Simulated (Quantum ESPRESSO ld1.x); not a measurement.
All-electron atom: the ytterbium ion Yb56+ in [Ne] 3s2 3p2. Method: Dirac Kohn-Sham, LDA (Slater exchange, Perdew-Zunger correlation), spin-unpolarised, spherical densities, point nucleus; open shells fill j = l - 1/2 first; computed with ld1.x of Quantum ESPRESSO 7.5.

Radial electron density D(r) = 4 pi r^2 rho(r):

```
   r/bohr * D(r) (the largest magnitude, 110, reaches the edge; | marks zero)
0.0009042 |  *
 0.001149 |   *
  0.00145 |    *
 0.001828 |       *
 0.002305 |          *
 0.002931 |              *
 0.003696 |                   *
 0.004661 |                         *
 0.005878 |                                *
 0.007473 |                                       *
 0.009424 |                                            *
  0.01188 |                                               *
  0.01511 |                                               *
  0.01905 |                                            *
  0.02403 |                                         *
   0.0303 |                                        *
  0.03852 |                                             *
  0.04858 |                                                    *
  0.06127 |                                                      *
  0.07727 |                                             *
  0.09822 |                             *
   0.1239 |                  *
   0.1562 |              *
    0.197 |            *
   0.2505 |      *
   0.3158 | *
   0.3983 *
   0.5064 *
   0.6386 *
```

D(r) has 2 maxima, at r = 0.0133, 0.0575 bohr, and minima at 0.0278 bohr, inside which lie 2.10 electrons.
